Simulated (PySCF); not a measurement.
## Two-component Hartree-Fock for In²⁶⁺ (indium, charge +26)

Start: [Ar] 3d5; 3d3/2 filled at m_j = -3/2, -1/2, +1/2, +3/2; 3d5/2 filled at m_j = +5/2. Calculated with PySCF 2.14 in an even-tempered Gaussian basis (16 s from 3.7 bohr⁻², ratio 2.8; 12 p from 4.8 bohr⁻², ratio 2.8; 8 d from 4.8 bohr⁻², ratio 2.8; 3 f from 18 bohr⁻², ratio 3): generalised Hartree-Fock with the X2C-1e Hamiltonian and a Gaussian nucleus; one run each with spin-orbit coupling (SO) switched off, then screened by Boettger's factors.

```tsv
spinor shell	electrons	ε, spin-free (eV)	ε, screened SO (eV)	weight of nominal j (screened SO)	rms radius, screened SO (bohr)
1s1/2	2	-29148.6	-29146.1	1.000	0.0340
2s1/2	2	-5338.1	-5337.1	1.000	0.138
2p1/2	2	-4895.8	-5046.1	0.998	0.120
3s1/2	2	-1763.8	-1763.5	1.000	0.352
3p1/2	2	-1612.5	-1653.2	0.911	0.343
3p3/2	4	-1612.5	-1593.3	0.955	0.353
3d3/2	4	-1425.4	-1426.4	0.699	0.315
3d5/2	1	-1425.4	-1420.2	1.000	0.317
```

Question: Where does 2p3/2 lie, and what is the 2p spin-orbit splitting (screened SO)?

Answer: At -4826.3 eV, 219.83 eV above 2p1/2.

```csv
quantity,spin-free,screened SO
E (hartree),-5470.19394,-5471.60371
M_J,5/2,5/2
⟨J²⟩,8.750,8.755
⟨L²⟩,0.000,0.466
⟨S²⟩,8.750,7.793
```

Each row is a mean over spinors that exchange with the open shell spreads, by up to 37.346 eV (3p3/2).

Rows whose weight is well below 1 are mixtures of j = l ± 1/2: exchange outweighs spin-orbit coupling there, and the label is only the starting occupation.

Breit and QED terms are absent; they matter most for the inner s and p1/2 levels.

Densities and radii are taken from the X2C orbitals without a picture-change correction, which distorts them close to the nucleus.

Without spin-orbit coupling the j labels of p, d and f shells carry no meaning; the spin-free column gives the mean over the occupied spinors of each nl shell.
